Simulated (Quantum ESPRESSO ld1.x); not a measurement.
Task: Er3+, 65 electrons, occupied as [Xe] 4f8 5d2 6s1 (not the ground configuration). Calculated with ld1.x of Quantum ESPRESSO 7.5: scalar-relativistic Kohn-Sham, revPBE, spin-unpolarised, spherical densities, point nucleus. Some entries of the table are withheld. Estimate them.

orbital  occ.  eigenvalue (eV)  <r^2> (bohr^2)  r(max) (bohr)
1s          2         -57441.1       0.0005677          0.013
2s          2              (1)        0.008835            (2)
2p          6         -8589.07        0.007190          0.060
3s          2         -2229.11         0.05803          0.208
3p          6              (3)         0.05844          0.204
3d         10         -1465.61         0.04878          0.166
4s          2         -492.445          0.2878          0.473
4p          6         -380.053          0.3243          0.493
4d         10         -229.495          0.3797          0.509
5s          2         -98.0896           1.533           1.07
5p          6         -68.6742           2.003           1.20
4f          8         -63.2187          0.5675            (4)
5d          2         -32.9934           3.692           1.51
6s          1         -27.6011           8.367           2.52

Result: 
(1) 2s eigenvalue (eV): -9704.51
(2) 2s r(max) (bohr): 0.073
(3) 3p eigenvalue (eV): -1889.93
(4) 4f r(max) (bohr): 0.489
